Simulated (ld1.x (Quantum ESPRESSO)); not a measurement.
# Which change was made? (Si, ultrasoft)

```json
{
  "Element": "Si",
  "Generator": "ld1.x (Quantum ESPRESSO) 7.5",
  "Type": "ultrasoft",
  "Functional": "PBE",
  "Relativity": "non-relativistic",
  "Frozen core": "[Ne]",
  "Valence charge": "4",
  "Reference configuration": "3s2 3p0 (charge +2)",
  "Partial waves": "3s (bound): rcut 1.50, rcutus 1.90 bohr; 3s channel at 0.9 Ry: rcut 1.50, rcutus 1.90 bohr; 3p (bound, empty): rcut 1.40, rcutus 1.70 bohr; 3p channel at -0.95 Ry: rcut 1.40, rcutus 1.70 bohr",
  "Local potential": "all-electron potential smoothed inside 1.70 bohr (lloc = -2)",
  "Core correction": "none",
  "Augmentation charge": "PSQ, radius 1.40 bohr"
}
```

Cutoffs, loose and tight: the cutoffs (Ry, on a coarse ladder) from which the occupation-weighted sum of valence levels, in a spherical-Bessel basis at the reference potential, stays within 10 and 1 mRy of its value at 400 Ry. They do not see the model core or the augmentation charge, which bear on the density cutoff. Test errors are all-electron minus pseudo excitation energies from the reference, over the configurations 3s2 3p2; 3s2 3p1; 3s1 3p0; 3s2 3p1.5; 3s1 3p2; 3s2 3p2.3; 3s0 3p4; variants that change the core or the reference have their own tests.

The base gives: outcome: generated; cutoff, loose: 8 Ry; cutoff, tight: 12 Ry; bound ghosts: none; largest test error (meV): +38.

Task: After one change the result is: outcome: generated; cutoff, loose: 8 Ry; cutoff, tight: 12 Ry; bound ghosts: none; largest test error (meV): +9.3. Which change was it?
A. core correction a·sin(br)/r model core inside 1.60 bohr
B. core correction a·sin(br)/r model core inside 1.26 bohr
C. core correction a·sin(br)/r model core inside 1.10 bohr
D. core correction a·sin(br)/r model core inside 0.74 bohr

Result: C. The others give: core correction a·sin(br)/r model core inside 1.26 bohr → outcome: generated; cutoff, loose: 8 Ry; cutoff, tight: 12 Ry; bound ghosts: none; largest test error (meV): +28 | core correction a·sin(br)/r model core inside 1.60 bohr → outcome: generated; cutoff, loose: 8 Ry; cutoff, tight: 12 Ry; bound ghosts: none; largest test error (meV): +15 | core correction a·sin(br)/r model core inside 0.74 bohr → outcome: generated; cutoff, loose: 8 Ry; cutoff, tight: 12 Ry; bound ghosts: none; largest test error (meV): -6.8.
